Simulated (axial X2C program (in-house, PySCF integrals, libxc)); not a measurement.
**Outer orbitals of Be₂⁻ at 2.246 Å, PBE0**

Computed with an in-house all-electron X2C program for linear molecules (integrals from PySCF). Spin-free means the one-electron spin-free X2C Hamiltonian; two-component (2c) means X2C with spin–orbit coupling and atomic mean-field two-electron Coulomb and Gaunt terms, so the difference of the two also holds small scalar two-electron terms. Basis: Be dyall-av3z [9s9p4d2f] (cores contracted in-house); Gaussian nuclei, density fitting, unrestricted open shells. Masses: Be 9.012 u.

The distance is close to the 2c PBE0 minimum; the highest filled and lowest empty levels are listed.

Spin-free orbitals, state M_S = 1/2, Λ = 1 (beyond evenly filled blocks: π+α) (Löwdin shares):

| symmetry | occupied | ε (eV) | atomic character |
| --- | --- | --- | --- |
| σα | yes | -3.74 | 77% Be s, 18% Be p, 4% Be d |
| σβ | yes | -3.18 | 77% Be s, 18% Be p, 5% Be d |
| σα | yes | -0.44 | 55% Be p, 37% Be s, 7% Be d |
| σβ | yes | -0.16 | 58% Be p, 36% Be s, 5% Be d |
| π+α | yes | 0.72 | 94% Be p |
| π-α | no | 1.88 | 98% Be p |
| σα | no | 1.89 | 92% Be p, 8% Be s |
| σβ | no | 1.98 | 91% Be p, 9% Be s |
| σα | no | 1.99 | 52% Be p, 47% Be s |

The highest filled level is positive, so this functional does not bind it, and the empty levels of an anion are set by the basis.

Spinors with spin–orbit coupling (state Ω = 1/2):

| ω | occupied | ε (eV) | atomic character | λ mixture |
| --- | --- | --- | --- | --- |
| -1/2 | yes | -3.74 | 77% Be s, 18% Be p, 4% Be d | 100% σ |
| 1/2 | yes | -3.18 | 77% Be s, 18% Be p, 5% Be d | 100% σ |
| -1/2 | yes | -0.44 | 55% Be p, 37% Be s, 7% Be d | 100% σ |
| 1/2 | yes | -0.16 | 58% Be p, 36% Be s, 5% Be d | 100% σ |
| 1/2 | yes | 0.72 | 94% Be p | 100% π |
| -3/2 | no | 1.88 | 98% Be p | 100% π |
| -1/2 | no | 1.90 | 92% Be p, 7% Be s | 100% σ |
| 1/2 | no | 1.98 | 91% Be p, 8% Be s | 100% σ |
| -1/2 | no | 1.99 | 52% Be p, 47% Be s | 100% σ |

The highest filled level is positive, so this functional does not bind it, and the empty levels of an anion are set by the basis.

Mulliken charges and populations of the two-component result (they depend on the basis, above all on diffuse functions):

Be1 -0.50 e (s 3.62 p 0.87 d 0.01), Be2 -0.50 e (s 3.62 p 0.87 d 0.01). ⟨Lz⟩ = 1.00 ħ and ⟨Sz⟩ = -0.50 ħ (-0.25 and -0.25 on the two atoms), which add up to Ω.

The state is a single determinant with fixed occupations, the lowest that a limited PBE0 search found. Density functionals use the spin component along the axis (collinear). PBE0 can misorder states that lie within some tenths of an eV, so this need not be the ground state of the molecule. The nearest other spin-free determinant of the search, M_S = 1/2, Λ = 0, lies 0.06 eV up at the distance of the search. The functionals have no current-density term, which raises determinants with orbital currents, atoms included. The highest occupied level of some functionals is positive through self-interaction error; at Hartree–Fock it is bound.
